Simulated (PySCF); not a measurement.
## Löwdin shares of the frontier orbitals

Species: C5H6F3NO.
Atom-mapped SMILES: `[F:1][CH2:2]/[CH:3]=[CH:4]\[N:5]=[CH:6]\[O:7][CH:8]([F:9])[F:10]` (hydrogens: H11, H12 on C2; H13 on C3; H14 on C4; H15 on C6; H16 on C8)

Cartesian coordinates in Å at the PBE0-D3(BJ)/def2-SVP level; atoms count from 1:
```xyz
16
C5H6F3NO angstrom
F     -3.1569   -0.7335   -1.5667
C     -2.0365    0.0429   -1.3808
C     -2.0677    0.6802   -0.0365
C     -1.0214    0.7418    0.8003
N      0.2068    0.1772    0.4882
C      1.1881    0.3611    1.2625
O      2.3969   -0.1816    1.0526
C      2.5458   -1.0159   -0.0423
F      3.6495   -1.7199    0.1791
F      2.7230   -0.2844   -1.1439
H     -1.1335   -0.5764   -1.4963
H     -2.0269    0.8176   -2.1702
H     -3.0119    1.1448    0.2625
H     -1.1268    1.2588    1.7666
H      1.1914    0.9668    2.1833
H      1.6738   -1.6744   -0.1738
```

Computed with TDDFT CAM-B3LYP/def2-SVPD, vertical, gas phase, core orbitals frozen in the response in PySCF.

Frontier orbitals with the atoms that hold most of them (Löwdin shares over 4%, at most four atoms; ? is withheld):

```json
{"orbital": "LUMO+2", "ε (eV)": "1.48", "atoms": "C2 12%, H16 11%, H11 10%, H15 9%"}
{"orbital": "LUMO+1", "ε (eV)": "1.22", "atoms": "C6 22%, C4 15%, H15 11%, C8 9%"}
{"orbital": "LUMO", "ε (eV)": "?", "atoms": "C6 28%, C3 19%, N5 16%, C4 12%"}
{"orbital": "HOMO", "ε (eV)": "-8.61", "atoms": "?"}
{"orbital": "HOMO-1", "ε (eV)": "-10.00", "atoms": "?"}
{"orbital": "HOMO-2", "ε (eV)": "-11.31", "atoms": "F1 37%, C2 20%, H12 10%, H11 8%"}
{"orbital": "HOMO-3", "ε (eV)": "-11.57", "atoms": "F1 39%, C2 18%, C3 16%, N5 6%"}
```

(1) Give the leading atoms of the HOMO.

(2) Give the leading atoms of the HOMO-1.

(3) What is the LUMO energy, and the HOMO–LUMO gap?

Answers

(1) C3 (bonded to 2 C and H) 29%; C4 (bonded to C, N and H) 24%; N5 (bonded to 2 C) 14%; C6 (bonded to N, O and H) 10%. By element: carbon 62% or more, nitrogen 14%.

(2) N5 (bonded to 2 C) 53%; C4 (bonded to C, N and H) 10%; C6 (bonded to N, O and H) 9%; H14 (bonded to C) 6%. By element: nitrogen 53%, carbon 20% or more, hydrogen 6% or more.

(3) ε(LUMO) = -0.28 eV; the gap is 8.33 eV (0.3062 hartree).

How does S1 compare with the orbital gap of 8.33 eV?

S1 is at 5.45 eV (f = 0.0003), 2.88 eV below the gap, made of HOMO-1→LUMO (95%). Its leading pair isn't HOMO and LUMO; the energies of that pair differ by 9.72 eV. 

One configuration dominates each of S1, S2 and S3. Which, and how do the shares of the two leading atoms of either orbital change from the occupied to the empty one?

- S1 (5.45 eV, f 0.0003), HOMO-1→LUMO (95%): N5 53% → 16%, C4 10% → 12%, C6 9% → 28%, C3 at most 6% → 19%
- S2 (5.77 eV, f 0.600), HOMO→LUMO (97%): C3 29% → 19%, C4 24% → 12%, C6 10% → 28%
- S3 (6.91 eV, f 0.0083), HOMO→LUMO+1 (77%): C3 29% → at most 10%, C4 24% → 15%, C6 10% → 22%

Cost: about 1.8 min of CPU time on one thread; the machine was shared, so the figure is rough.

One conformer stands for the species.
